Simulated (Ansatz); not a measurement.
Basis-set series for H₄O₄Ti, SMILES `[OH][Ti]([OH])([OH])[OH]`. Charge 0, multiplicity 1. All single points use the PBE0-D4/def2-TZVP geometry. It is one conformer, not always the lowest.

| functional | basis | functions | energy (Eh) | HOMO (eV) | LUMO (eV) |
| --- | --- | --- | --- | --- | --- |
| PBE0-D4 | def2-SVP | 107 | -1152.12194 | -8.59 | -0.87 |
| PBE0-D4 | def2-QZVPP | 441 | -1152.65278 | -9.01 | -1.16 |
| ωB97M-V | def2-SVP | 107 | -1152.47992 | -11.01 | 0.78 |
| ωB97M-V | def2-QZVPP | 441 | -1153.01725 | -11.46 | 0.38 |

Give the rows for def2-TZVPP. (Estimate.)

The calculation gave: 
```tsv
functional	basis	functions	energy (Eh)	HOMO (eV)	LUMO (eV)
PBE0-D4	def2-TZVPP	244	-1152.61927	-8.96	-1.12
ωB97M-V	def2-TZVPP	244	-1152.98571	-11.42	0.82
```

Positive LUMOs are unbound and depend on the basis. Scalar relativity is left out up to krypton.

Computed with Ansatz.
